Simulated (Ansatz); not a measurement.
Ansatz (a program for electronic structure) input (B3LYP-D3(BJ)/def2-TZVP):

Ansatz 0.2 input:
```yaml
crystal:
  periodic: [false, false, false]
  atoms:
    - {symbol: O, position_ang: [0.11119841, 1.15712289, -1.23762172]}
    - {symbol: Ge, position_ang: [0.00511403, -0.00260724, 0.01123945]}
    - {symbol: O, position_ang: [-1.06825196, 0.52594623, 1.22965098]}
    - {symbol: O, position_ang: [-0.59579051, -1.48295240, -0.59148532]}
    - {symbol: O, position_ang: [1.57818818, -0.20774187, 0.64331276]}
    - {symbol: H, position_ang: [0.10788447, 2.11607975, -1.12337364]}
    - {symbol: H, position_ang: [-1.07873743, 0.22154812, 2.14626138]}
    - {symbol: H, position_ang: [-1.29305645, -1.58485825, -1.25192177]}
    - {symbol: H, position_ang: [2.26724819, -0.77802815, 0.27900175]}
basis:
  gaussian:
    orbitals: def2-TZVP
hamiltonian:
  xc: b3lyp
  dispersion: d3bj
total_charge: 1
magnetization: {spin_polarized: true, initial_magnetization: 1}
relax: {f_tol: 0.002, max_steps: 150}
```

Output:

```
Functional definition: B3LYP
integrals: 0.12 GiB planned
1169 factors; their error is unknown
mean field: 1.50 GiB planned
mean field evaluation 1: about -64745.6712 eV, gradient 8.7e1 eV
mean field evaluation 2: about -64709.3505 eV, gradient 1.3e2 eV
mean field evaluation 4: about -64765.4475 eV, gradient 2.6e1 eV
mean field evaluation 8: about -64768.0467 eV, gradient 4.3e-1 eV
mean field evaluation 16: about -64768.2718 eV, gradient 2.1e-2 eV
mean field evaluation 32: about -64768.2718 eV, gradient 1.2e-4 eV
mean field -64768.27180203 eV, -2380.1900872131 hartree, gradient 1.9e-5 eV, S^2 0.756948; 5 other end points of the search recorded, 0 dependent functions left out
the calculation of the forces begins
reference -64768.27202777 eV, -2380.1900955090 hartree; 34, 33 occupied and 162, 163 virtual orbitals, 1169 factors
relax step   1: F+E_penalty+E_count = -64768.53701601 eV  Δ(F+E_penalty+E_count) = +0.000e0 eV  max|allowed force component| = 1.575e0 eV/Å  Δτ_max = 0.0000 Å  (154 SCF iters, accepted)
these checks for a lower state are left out or cut short: starts, cluster_reference, orbital_swaps, neighbouring_geometries, increment
integrals: 0.12 GiB planned
1169 factors; their error is unknown
mean field: 1.50 GiB planned
mean field evaluation 64: about -64768.4204 eV, gradient 6.7e-6 eV
mean field -64768.42044564 eV, -2380.1955497652 hartree, gradient 6.7e-6 eV, S^2 0.757335; 1 other end points of the search recorded, 0 dependent functions left out
the calculation of the forces begins
reference -64768.42067312 eV, -2380.1955581249 hartree; 34, 33 occupied and 162, 163 virtual orbitals, 1169 factors
relax step   2: F+E_penalty+E_count = -64768.68298067 eV  Δ(F+E_penalty+E_count) = -1.460e-1 eV  max|allowed force component| = 8.070e-1 eV/Å  Δτ_max = 0.0557 Å  (115 SCF iters, accepted)
these checks for a lower state are left out or cut short: starts, cluster_reference, orbital_swaps, neighbouring_geometries, increment
integrals: 0.12 GiB planned
1169 factors; their error is unknown
mean field: 1.49 GiB planned
mean field -64768.51907844 eV, -2380.1991744538 hartree, gradient 3.0e-5 eV, S^2 0.757940; 1 other end points of the search recorded, 0 dependent functions left out
the calculation of the forces begins
reference -64768.51930700 eV, -2380.1991828530 hartree; 34, 33 occupied and 162, 163 virtual orbitals, 1169 factors
relax step   3: F+E_penalty+E_count = -64768.77933966 eV  Δ(F+E_penalty+E_count) = -9.636e-2 eV  max|allowed force component| = 7.793e-1 eV/Å  Δτ_max = 0.1354 Å  (147 SCF iters, accepted)
these checks for a lower state are left out or cut short: starts, cluster_reference, orbital_swaps, neighbouring_geometries, increment
integrals: 0.12 GiB planned
1169 factors; their error is unknown
mean field: 1.49 GiB planned
mean field evaluation 96: about -64768.3376 eV, gradient 1.4e-1 eV
mean field -64768.56758883 eV, -2380.2009571777 hartree, gradient 2.0e-5 eV, S^2 0.758099; 1 other end points of the search recorded, 0 dependent functions left out
the calculation of the forces begins
reference -64768.56781695 eV, -2380.2009655608 hartree; 34, 33 occupied and 162, 163 virtual orbitals, 1169 factors
relax step   4: F+E_penalty+E_count = -64768.82859677 eV  Δ(F+E_penalty+E_count) = -4.926e-2 eV  max|allowed force component| = 7.071e-1 eV/Å  Δτ_max = 0.0656 Å  (85 SCF iters, accepted)
these checks for a lower state are left out or cut short: starts, cluster_reference, orbital_swaps, neighbouring_geometries, increment
integrals: 0.12 GiB planned
1169 factors; their error is unknown
mean field: 1.49 GiB planned
mean field -64768.61131182 eV, -2380.2025639678 hartree, gradient 1.2e-5 eV, S^2 0.758201; 0 other end points of the search recorded, 0 dependent functions left out
the calculation of the forces begins
reference -64768.61153961 eV, -2380.2025723389 hartree; 34, 33 occupied and 162, 163 virtual orbitals, 1169 factors
relax step   5: F+E_penalty+E_count = -64768.87437729 eV  Δ(F+E_penalty+E_count) = -4.578e-2 eV  max|allowed force component| = 7.832e-1 eV/Å  Δτ_max = 0.1232 Å  (63 SCF iters, accepted)
these checks for a lower state are left out or cut short: starts, cluster_reference, orbital_swaps, neighbouring_geometries, increment
integrals: 0.12 GiB planned
[...]
mean field -64768.89796648 eV, -2380.2130983324 hartree, gradient 8.7e-5 eV, S^2 0.757985; 0 other end points of the search recorded, 0 dependent functions left out
the calculation of the forces begins
reference -64768.89819303 eV, -2380.2131066578 hartree; 34, 33 occupied and 162, 163 virtual orbitals, 1169 factors
relax step   9: F+E_penalty+E_count = -64769.16367714 eV  Δ(F+E_penalty+E_count) = -4.798e-2 eV  max|allowed force component| = 5.630e-1 eV/Å  Δτ_max = 0.1955 Å  (42 SCF iters, accepted)
these checks for a lower state are left out or cut short: starts, cluster_reference, orbital_swaps, neighbouring_geometries, increment
integrals: 0.12 GiB planned
1169 factors; their error is unknown
mean field: 1.50 GiB planned
mean field evaluation 160: about -64768.6262 eV, gradient 3.6e0 eV
mean field -64768.91511073 eV, -2380.2137283717 hartree, gradient 2.2e-5 eV, S^2 0.758331; 0 other end points of the search recorded, 0 dependent functions left out
the calculation of the forces begins
reference -64768.91533742 eV, -2380.2137367025 hartree; 34, 33 occupied and 162, 163 virtual orbitals, 1169 factors
relax step  10: F+E_penalty+E_count = -64769.18037460 eV  Δ(F+E_penalty+E_count) = -1.670e-2 eV  max|allowed force component| = 2.073e-1 eV/Å  Δτ_max = 0.0752 Å  (42 SCF iters, accepted)
these checks for a lower state are left out or cut short: starts, cluster_reference, orbital_swaps, neighbouring_geometries, increment
integrals: 0.12 GiB planned
1169 factors; their error is unknown
mean field: 1.50 GiB planned
mean field -64768.92023837 eV, -2380.2139168091 hartree, gradient 2.5e-5 eV, S^2 0.758243; 0 other end points of the search recorded, 0 dependent functions left out
the calculation of the forces begins
reference -64768.92046503 eV, -2380.2139251387 hartree; 34, 33 occupied and 162, 163 virtual orbitals, 1169 factors
relax step  11: F+E_penalty+E_count = -64769.18579757 eV  Δ(F+E_penalty+E_count) = -5.423e-3 eV  max|allowed force component| = 9.252e-2 eV/Å  Δτ_max = 0.0428 Å  (42 SCF iters, accepted)
these checks for a lower state are left out or cut short: starts, cluster_reference, orbital_swaps, neighbouring_geometries, increment
integrals: 0.12 GiB planned
1169 factors; their error is unknown
mean field: 1.49 GiB planned
mean field -64768.92360422 eV, -2380.2140405018 hartree, gradient 1.0e-5 eV, S^2 0.758148; 0 other end points of the search recorded, 0 dependent functions left out
the calculation of the forces begins
reference -64768.92383102 eV, -2380.2140488367 hartree; 34, 33 occupied and 162, 163 virtual orbitals, 1169 factors
relax step  12: F+E_penalty+E_count = -64769.18926149 eV  Δ(F+E_penalty+E_count) = -3.464e-3 eV  max|allowed force component| = 1.781e-1 eV/Å  Δτ_max = 0.0640 Å  (42 SCF iters, accepted)
these checks for a lower state are left out or cut short: starts, cluster_reference, orbital_swaps, neighbouring_geometries, increment
integrals: 0.12 GiB planned
1169 factors; their error is unknown
mean field: 1.50 GiB planned
mean field -64768.92116068 eV, -2380.2139507034 hartree, gradient 2.5e-5 eV, S^2 0.758167; 0 other end points of the search recorded, 0 dependent functions left out
the calculation of the forces begins
reference -64768.92138772 eV, -2380.2139590471 hartree; 34, 33 occupied and 162, 163 virtual orbitals, 1169 factors
relax step  13: F+E_penalty+E_count = -64769.18646990 eV  Δ(F+E_penalty+E_count) = +2.792e-3 eV  max|allowed force component| = 1.737e-1 eV/Å  Δτ_max = 0.0297 Å  (43 SCF iters, rejected (line search))
these checks for a lower state are left out or cut short: starts, cluster_reference, orbital_swaps, neighbouring_geometries, increment
integrals: 0.12 GiB planned
1169 factors; their error is unknown
mean field: 1.49 GiB planned
mean field evaluation 192: about -64768.9253 eV, gradient 4.1e-3 eV
mean field -64768.92526672 eV, -2380.2141015976 hartree, gradient 2.4e-5 eV, S^2 0.758153; 0 other end points of the search recorded, 0 dependent functions left out
the calculation of the forces begins
reference -64768.92549358 eV, -2380.2141099345 hartree; 34, 33 occupied and 162, 163 virtual orbitals, 1169 factors
relax step  14: F+E_penalty+E_count = -64769.19092662 eV  Δ(F+E_penalty+E_count) = -1.665e-3 eV  max|allowed force component| = 3.814e-2 eV/Å  Δτ_max = 0.0144 Å  (40 SCF iters, accepted)
these checks for a lower state are left out or cut short: starts, cluster_reference, orbital_swaps, neighbouring_geometries, increment
integrals: 0.12 GiB planned
1169 factors; their error is unknown
mean field: 1.49 GiB planned
mean field -64768.92613733 eV, -2380.2141335921 hartree, gradient 2.3e-5 eV, S^2 0.758152; 0 other end points of the search recorded, 0 dependent functions left out
the calculation of the forces begins
reference -64768.92636441 eV, -2380.2141419368 hartree; 34, 33 occupied and 162, 163 virtual orbitals, 1169 factors
relax step  15: F+E_penalty+E_count = -64769.19171708 eV  Δ(F+E_penalty+E_count) = -7.905e-4 eV  max|allowed force component| = 2.223e-2 eV/Å  Δτ_max = 0.0210 Å  (41 SCF iters, accepted)
these checks for a lower state are left out or cut short: starts, cluster_reference, orbital_swaps, neighbouring_geometries, increment
integrals: 0.12 GiB planned
1169 factors; their error is unknown
mean field: 1.50 GiB planned
mean field -64768.92632751 eV, -2380.2141405809 hartree, gradient 2.0e-5 eV, S^2 0.758152; 0 other end points of the search recorded, 0 dependent functions left out
the calculation of the forces begins
reference -64768.92655469 eV, -2380.2141489296 hartree; 34, 33 occupied and 162, 163 virtual orbitals, 1169 factors
relax step  16: F+E_penalty+E_count = -64769.19194450 eV  Δ(F+E_penalty+E_count) = -2.274e-4 eV  max|allowed force component| = 1.693e-2 eV/Å  Δτ_max = 0.0160 Å  (41 SCF iters, accepted)
these checks for a lower state are left out or cut short: starts, cluster_reference, orbital_swaps, neighbouring_geometries, increment
integrals: 0.12 GiB planned
1169 factors; their error is unknown
mean field: 1.49 GiB planned
mean field -64768.92635577 eV, -2380.2141416194 hartree, gradient 2.4e-5 eV, S^2 0.758156; 0 other end points of the search recorded, 0 dependent functions left out
the calculation of the forces begins
reference -64768.92658299 eV, -2380.2141499696 hartree; 34, 33 occupied and 162, 163 virtual orbitals, 1169 factors
relax step  17: F+E_penalty+E_count = -64769.19195467 eV  Δ(F+E_penalty+E_count) = -1.018e-5 eV  max|allowed force component| = 1.435e-2 eV/Å  Δτ_max = 0.0098 Å  (42 SCF iters, accepted)
these checks for a lower state are left out or cut short: starts, cluster_reference, orbital_swaps, neighbouring_geometries, increment
integrals: 0.12 GiB planned
1169 factors; their error is unknown
mean field: 1.50 GiB planned
mean field -64768.92637560 eV, -2380.2141423483 hartree, gradient 1.9e-5 eV, S^2 0.758143; 0 other end points of the search recorded, 0 dependent functions left out
the calculation of the forces begins
reference -64768.92660284 eV, -2380.2141506990 hartree; 34, 33 occupied and 162, 163 virtual orbitals, 1169 factors
relax step  18: F+E_penalty+E_count = -64769.19197081 eV  Δ(F+E_penalty+E_count) = -1.614e-5 eV  max|allowed force component| = 3.685e-3 eV/Å  Δτ_max = 0.0048 Å  (44 SCF iters, accepted)
these checks for a lower state are left out or cut short: starts, cluster_reference, orbital_swaps, neighbouring_geometries, increment
integrals: 0.12 GiB planned
1169 factors; their error is unknown
mean field: 1.50 GiB planned
mean field evaluation 224: about -64768.9263 eV, gradient 6.6e-2 eV
mean field -64768.92636375 eV, -2380.2141419127 hartree, gradient 1.3e-5 eV, S^2 0.758149; 0 other end points of the search recorded, 0 dependent functions left out
the calculation of the forces begins
reference -64768.92659097 eV, -2380.2141502630 hartree; 34, 33 occupied and 162, 163 virtual orbitals, 1169 factors
relax step  19: F+E_penalty+E_count = -64769.19197565 eV  Δ(F+E_penalty+E_count) = -4.835e-6 eV  max|allowed force component| = 2.250e-3 eV/Å  Δτ_max = 0.0015 Å  (33 SCF iters, accepted)
these checks for a lower state are left out or cut short: starts, cluster_reference, orbital_swaps, neighbouring_geometries, increment
integrals: 0.12 GiB planned
1169 factors; their error is unknown
mean field: 1.50 GiB planned
mean field -64768.92637042 eV, -2380.2141421580 hartree, gradient 6.1e-6 eV, S^2 0.758150; 0 other end points of the search recorded, 0 dependent functions left out
the calculation of the forces begins
reference -64768.92659765 eV, -2380.2141505084 hartree; 34, 33 occupied and 162, 163 virtual orbitals, 1169 factors
relax step  20: F+E_penalty+E_count = -64769.19197618 eV  Δ(F+E_penalty+E_count) = -5.386e-7 eV  max|allowed force component| = 7.305e-4 eV/Å  Δτ_max = 0.0005 Å  (33 SCF iters, accepted)
integrals: 0.12 GiB planned
1169 factors; their error is unknown
mean field: 1.50 GiB planned
mean field evaluation 256: about -64768.9264 eV, gradient 7.3e-5 eV
mean field -64768.92637042 eV, -2380.2141421580 hartree, gradient 7.0e-6 eV, S^2 0.758150; 1 other end points of the search recorded, 0 dependent functions left out
the calculation of the forces begins
reference -64768.92659765 eV, -2380.2141505084 hartree; 34, 33 occupied and 162, 163 virtual orbitals, 1169 factors
Total energy: -64769.19220341 eV, -2380.2239113400 hartree
Atom 0 at     0.402541     1.155821    -1.135046 Å, force    -0.000000     0.000258     0.000225 eV/Å
Atom 1 at    -0.155396    -0.094467     0.069991 Å, force     0.000201    -0.000159    -0.000066 eV/Å
Atom 2 at    -1.052155     0.684982     1.310361 Å, force     0.000318     0.000699    -0.000132 eV/Å
Atom 3 at    -0.504266    -1.582485    -0.713816 Å, force     0.000730     0.000064    -0.000104 eV/Å
Atom 4 at     1.633647    -0.009687     0.414746 Å, force    -0.000199    -0.000130    -0.000207 eV/Å
Atom 5 at     0.540589     2.057003    -0.779533 Å, force     0.000006    -0.000311    -0.000230 eV/Å
Atom 6 at    -1.620046     0.151153     1.884330 Å, force    -0.000314    -0.000555     0.000266 eV/Å
Atom 7 at    -1.420559    -1.893032    -0.743532 Å, force    -0.000661    -0.000034     0.000058 eV/Å
Atom 8 at     2.209442    -0.504779    -0.202437 Å, force    -0.000080     0.000169     0.000191 eV/Å
Dipole moment:    -0.135164    -0.076927     0.049634 e Å
```
